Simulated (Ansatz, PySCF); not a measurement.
Stretching the Cd1–H2 bond in CdH2O (SMILES [OH][CdH]) (multiplicity 1 held, fragments rigid). Energies count from the point at 1.644 Å.
Geometry at that point (charge 0, multiplicity 1):
| atom | x (Å) | y (Å) | z (Å) |
|---|---|---|---|
| Cd | -0.2673 | -0.0991 | -0.0305 |
| H | -1.7878 | -0.6990 | -0.2066 |
| O | 1.6116 | 0.5006 | 0.1771 |
| H | 1.7266 | 1.4525 | 0.2546 |

R- and RO- levels are restricted; in cc, def2 and unpolarised 6-31G sets they are followed outwards from rest. Unrestricted levels (U-) break spin symmetry where that is lower. Active spaces are followed from a long bond inwards. Levels need not reach the same state.

Cores are frozen in the correlated methods. Rows in LANL2DZ carry no dispersion term and start afresh at each structure. LANL2DZ brings its own core potentials from Na on.

Programs: Ansatz (Gaussian orbitals); PySCF for LANL2DZ rows. Each number belongs to the level named beside it. In def2 rows elements past Kr take small-core potentials, without spin–orbit coupling.

```
level                                   energy at R = 5.261 Å (eV)
--------------------------------------  --------------------------
U-HF/LANL2DZ                                                 2.202
R-HF/def2-TZVPP                                              6.037
R-PBE/def2-TZVPP                                               [?]
U-B3LYP/def2-TZVPP                                           3.225
U-MP2/def2-TZVPP                                             3.118
U-SCS-MP2/def2-TZVPP                                         3.211
CASSCF(2,2)/def2-TZVPP                                         [?]
SC-NEVPT2 on CASSCF(2,2)/def2-TZVPP                          3.088
FIC-MRCISD+Q on CASSCF(2,2)/def2-TZVPP                       3.227
```

Q: What belongs in the gaps?

A: 
- R-PBE/def2-TZVPP, energy at R = 5.261 Å (eV): 4.273
- CASSCF(2,2)/def2-TZVPP, energy at R = 5.261 Å (eV): 2.726

Doubts at one or more of the structures used: a spin-contaminated determinant (U-HF/LANL2DZ, U-B3LYP/def2-TZVPP, U-MP2/def2-TZVPP, U-SCS-MP2/def2-TZVPP); a restricted determinant that unrestricted orbitals would lower (R-HF/def2-TZVPP, R-PBE/def2-TZVPP).

Ansatz is an electronic-structure program.
